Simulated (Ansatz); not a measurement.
H$_{2}$Cl$_{2}$FGeN (SMILES [NH2][Ge]([F])([Cl])[Cl]), singlet, at a GFN2-xTB geometry.

The Ansatz (a program for electronic structure) input:
Ansatz 0.2 input:
```yaml
crystal:
  periodic: [false, false, false]
  atoms:
    - {symbol: N, position_ang: [1.93806127, -0.28757513, 0.33649633]}
    - {symbol: Ge, position_ang: [0.15268217, -0.07710321, 0.14048698]}
    - {symbol: F, position_ang: [-0.44395482, -0.75903348, 1.64374429]}
    - {symbol: Cl, position_ang: [-0.34485662, 1.94370685, 0.08971545]}
    - {symbol: Cl, position_ang: [-0.78683411, -1.21317737, -1.37334124]}
    - {symbol: H, position_ang: [2.25194800, -1.22403085, 0.55092481]}
    - {symbol: H, position_ang: [2.53012907, 0.11665923, -0.37404260]}
basis:
  gaussian:
    orbitals: STO-3G
magnetization: {spin_polarized: false}
correlation: {method: sc_nevpt2, electrons: all, active_space: {window: {electrons: 4, orbitals: 5}}}
```

### Question
What does this run give for the number of basis functions, total energy?

### Answer

```yaml
number_of_basis_functions: 48
total_energy: -3114.112860 Ha
```
